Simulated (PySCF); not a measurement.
# Exercise with solution: chemical shift, span and skew from a shielding tensor

(1Z)-1-fluoro-2-methylbuta-1,3-diene (C5H7F), SMILES C(/C(C)=C\F)=C. Atoms are numbered in the order given.

```xyz
13

C      0.9539     2.0791     0.0000
C      0.8700     0.7388     0.0000
C     -0.3757    -0.0297     0.0000
C     -1.7018     0.6816     0.0000
C     -0.3462    -1.3734     0.0000
F      0.7990    -2.0712     0.0000
H      0.0689     2.7207     0.0000
H      1.9243     2.5810     0.0000
H      1.7900     0.1474     0.0000
H     -2.5425    -0.0273     0.0000
H     -1.8020     1.3294     0.8866
H     -1.8020     1.3294    -0.8866
H     -1.2290    -2.0188     0.0000
```

Geometry optimised at B3LYP-D3(BJ)/def2-SVP. Other conformers were not sampled.

GIAO shieldings from PBE/pcSseg-1 (PySCF), non-relativistic, no solvent. The symmetric part of the tensor of C2 has the principal values -70.8, 38.9, 163.7 ppm. The same nucleus in TMS has σ = 182.0 ppm at this level (PySCF, at its B3LYP-D3(BJ)/def2-TZVP geometry).

Problem. Work out the isotropic shielding, the ¹³C shift against TMS, the span and the skew.

Solution. 
σ(iso) = (σ11 + σ22 + σ33)/3 = 43.9 ppm. δ = σ(ref) − σ(iso) = 182.0 − (43.9) = 138.1 ppm.
Span Ω = σ33 − σ11 = 234.5 ppm. Skew κ = 3(σ(iso) − σ22)/Ω = 0.06. Tumbling in solution averages the tensor to δ; in a static solid the shielding alone would spread this spin-1/2 line over Ω.
